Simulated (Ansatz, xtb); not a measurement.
**Ranking isomers of CH7AlBeSi**

3 gas-phase structures of CH7AlBeSi, found in a search over its isomers (lower ones may exist). Each was relaxed with GFN2-xTB:

A. `[BeH][CH2][AlH][SiH3]`, a singlet
B. `[BeH][CH2][SiH2][AlH2]`, a singlet
C. a singlet given by its coordinates

C (Å):

```xyz
11

C     0.5227   -2.7064   -0.2446
Al   -0.3043   -4.0847    0.8981
Be   -0.8231   -2.0756   -1.0481
Si    1.1128   -1.5426    1.1436
H    -1.8520   -1.5562   -1.6150
H     1.4150   -3.0779   -0.7618
H     0.4373   -5.0143    1.8952
H    -1.8485   -4.3071    0.9637
H     2.1222   -2.1702    2.0109
H     1.6877   -0.2868    0.6427
H    -0.0460   -1.2059    1.9970
```

Close contacts (Å): C1–Al2 1.97, C1–Be3 1.69, C1–Si4 1.91, Al2–Si4 2.92, C1–H6 1.10, Al2–H7 1.55, Al2–H8 1.56, Be3–H5 1.28, Si4–H9 1.47, Si4–H10 1.47, Si4–H11 1.48.

Task: Which do you expect lowest at r2SCAN-D4/def2-SVP, and how would the others follow?

Result: Calculated order at r2SCAN-D4/def2-SVP: C (0.0), A (3.0), B (15.8) kcal/mol.

Energies above the lowest of each column, in kcal/mol; the last columns are at PBE0-D3(BJ)/def2-SVP geometries:

```
structure  GFN2-xTB  HF/STO-3G  r2SCAN-D4/def2-SVP  PBE0-D3(BJ)/def2-SVP  CCSD(T)/def2-SVP + ΔMP2/def2-TZVPP
        C       0.0        0.7                 0.0                   0.0                                 0.0
        A       9.7        0.0                 3.0                   1.9                                 4.7
        B       8.4       20.2                15.8                   8.5                                11.4
```

CCSD(T)/def2-SVP + ΔMP2/def2-TZVPP puts C lowest; HF/STO-3G picks A. Some further structures that were screened fall inside this span and aren't listed. Flexible structures stand in one conformer each, not always the lowest. ΔMP2 is the change of the MP2 energy from the smaller to the larger basis.

Programs: Ansatz 0.2.0, xtb 6.7.1.
